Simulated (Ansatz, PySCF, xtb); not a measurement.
Potential energy curve for tellurium hexafluoride, SMILES F[Te](F)(F)(F)(F)F, singlet. The Te1–F7 bond (Te1 also carries F, F, F, F, F; F7 carries nothing else) is pulled apart rigidly from the PBE0/def2-TZVP, def2 effective core potentials past Kr optimised geometry. Each curve is given relative to its own lowest point near equilibrium.

```
R / Å      A      B      C      D
-----  -----  -----  -----  -----
1.50   420.0  249.9  420.0  339.8
1.63   118.4   74.8  118.4  100.2
1.71    36.3   27.0   36.3   33.8
1.79     3.3    5.0    3.3    4.8
1.83     0.0    0.8    0.0    0.2
1.86     1.9    0.0    1.9    0.0
1.95    24.9    6.9   24.9   12.2
2.05    70.7   26.3   70.7   40.5
2.23   177.3   79.2  176.2  109.2
2.44   308.4  153.3  247.2  194.7
2.65   428.9  223.1  273.8  271.4
2.99   592.0  304.7  284.5  344.0
3.38   733.8  356.6  282.6  381.8
3.87   852.7      —  288.0  400.8
4.53   938.1      —  292.0  406.4
5.27   983.7      —  293.0  407.0
```

Energies in kJ/mol.

Which curve belongs to which method? The methods are GFN1-xTB (xtb); restricted Hartree-Fock/3-21G (PySCF); unrestricted Hartree-Fock/3-21G (PySCF); unrestricted B3LYP/def2-TZVP, def2 effective core potentials past Kr (Ansatz, a quantum-chemistry and plane-wave program).

A is RHF/3-21G; B is GFN1-xTB; C is UHF/3-21G; D is UKS-B3LYP.

A dash means that the run gave no value there, or that the column was ended at a point which the program doubted or which failed a test of continuity chosen for this set; such a test can also cut sound points.

The restricted form behind RHF/3-21G keeps the bonding electrons paired and can't separate into open-shell fragments. The unrestricted determinant behind UKS-B3LYP is spin-contaminated at 2.65 to 5.27 Å (<S²> up to 1.0, against 0.00 for a pure singlet). The unrestricted determinant behind UHF/3-21G is spin-contaminated at 2.23 to 5.27 Å (<S²> up to 1.0, against 0.00 for a pure singlet).
